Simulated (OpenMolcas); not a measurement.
# Ionisation energies of barium

```yaml
Program: OpenMolcas 26.06
Basis: ANO-RCC-VQZP [9s8p5d3f2g]
Scalar_Hamiltonian: DKH2, point nucleus
Spin-orbit_coupling: state interaction with AMFI integrals over the reference wave functions, term energies averaged over their components
```

Active shells in each charge state: the valence s, p shells, with orbitals averaged over the low states. Where CASPT2's correlated closed shells are named, they are those of the first ion.

A. CASSCF
B. SS-CASPT2, IPEA 0.25 Eh, imaginary shift 0.1 Eh (closed shells correlated: 5s 5p)
C. SS-CASPT2, IPEA 0 Eh, imaginary shift 0.1 Eh (closed shells correlated: 5s 5p)
D. SS-CASPT2, IPEA 0.25 Eh, imaginary shift 0.1 Eh (closed shells correlated: none)
E. SS-CASPT2, IPEA 0.25 Eh, imaginary shift 0.1 Eh (closed shells correlated: 4d 5s 5p)

Energies in eV between the lowest computed levels, named as in B; reference values from the NIST Atomic Spectra Database with their kind.

| From | To | A | B | C | D | E | Spin-orbit share in B | Reference |
| --- | --- | --- | --- | --- | --- | --- | --- | --- |
| Ba 6s² ¹S₀ | Ba+ 6s ²S_1/2 | 4.876 | 5.087 | 5.081 | 4.913 | 5.101 | +0.000 | 5.212 (measured) |
| Ba+ 6s ²S_1/2 | Ba2+ 5p⁶ ¹S₀ | 9.351 | 9.888 | 9.935 | 9.351 | 9.931 | +0.000 | 10.004 (measured) |

Error against the reference values, in %:

| From | Reference | A | B | C | D | E |
| --- | --- | --- | --- | --- | --- | --- |
| Ba | measured | -6.4 | -2.4 | -2.5 | -5.7 | -2.1 |
| Ba+ | measured | -6.5 | -1.2 | -0.7 | -6.5 | -0.7 |

Mean absolute error over the 2 measured values: A 0.49 eV, B 0.12 eV, C 0.10 eV, D 0.48 eV, E 0.09 eV.
